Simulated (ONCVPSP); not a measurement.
# What one change does to a pseudopotential (vanadium (V), ONCV)

- Element: V (Z = 23)
- Generator: ONCVPSP 4.0.1
- Type: optimised norm-conserving Vanderbilt (ONCV)
- Functional: PBE
- Relativity: scalar-relativistic
- Frozen core: [Ne]
- Valence charge: 13
- Reference configuration: 3s2 3p6 3d3 4s1 4p1
- Partial waves: 3s+4s: rc 1.50 bohr, ncon 4, nbas 9, qcut 9 1/bohr, 2 projectors; 3p+4p: rc 1.40 bohr, ncon 5, nbas 8, qcut 12.4 1/bohr, 2 projectors; 3d: rc 1.25 bohr, ncon 5, nbas 10, qcut 10.2 1/bohr, 3 projectors, debl 3.4 Ha
- Local potential: polynomial inside 1.10 bohr (lpopt 3, dvloc0 0 Ha)
- Core correction: none

Change: all radii scaled by about 1.07 (s 1.60, p 1.50, d 1.34 bohr); local potential polynomial inside 1.18 bohr (lpopt 3, dvloc0 0 Ha).

Cutoffs: the cutoffs (Ha) at which the residual kinetic energy of the hardest occupied pseudo-wave falls to 1 and 0.1 mHa per electron; they do not see the model core or the augmentation charge, which bear on the density cutoff. Errors are all-electron minus pseudo energies relative to the spin-unpolarised reference configuration.

Problem. Predict the effect on cutoff, ghosts and configuration errors.

Solution. The potential gets softer (49 Ha and 145 Ha → 46 Ha and 61 Ha); of the 4 tests that both files solve, the error grows in 1 and shrinks in 0 by more than 15 % and 0.3 meV (median size 0.2 → 0.4 meV); neither file shows a bound ghost. A larger radius leaves more room for a smooth pseudo-wave, so fewer plane waves are needed.

```tsv
quantity	base	changed
cutoff, loose	49 Ha	46 Ha
cutoff, tight	145 Ha	61 Ha
loose cutoff by channel	s 25 Ha, p 40 Ha, d 49 Ha	s 23 Ha, p 36 Ha, d 46 Ha
bound ghosts	none	none
GHOST(+) flags under 300 eV	none	none
error for 3s2 3p6 3d3 4s2 4p0, meV [ΔE -3.35 eV]	+0.6	+0.5
error for 3s2 3p6 3d3 4s1 4p0, meV [ΔE 4.39 eV]	0.0	-0.2
error for 3s2 3p6 3d3 4s0 4p0, meV [ΔE 18.68 eV]	0.0	-0.4
error for 3s2 3p6 3d3.5 4s1.5 4p0, meV [ΔE -3.29 eV]	+0.3	+0.3
```
